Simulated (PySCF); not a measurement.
**Correlation energy of Ge²⁺ (germanium, charge +2)**

[Ar] 3d10 4s2, closed-shell 1S. Computed with PySCF 2.14 in x2c-SVPall (5s4p3d, 32 functions), with scalar relativity by spin-free X2C-1e. Frozen: [Ar] 3d10; 2 electrons correlated.

Total MP2 correlation energy: -26.38 mhartree.

Same-spin part 0.00 and opposite-spin part -26.38 mhartree; SCS-MP2 scales them by 1/3 and 6/5 to -31.65 mhartree.

With two correlated electrons CCSD is exact within the correlated space (frozen core and kept virtual orbitals).

```
level  correlation energy (mhartree)
 CCSD                         -38.38
```

Diagnostics: T1 = 0.0042, D1 = 0.0059, largest double amplitude 0.102.

Cost of the coupled-cluster step: 0.07 s of wall time on 1 thread of Neoverse-N1 (shared host), for 2 correlated electrons.
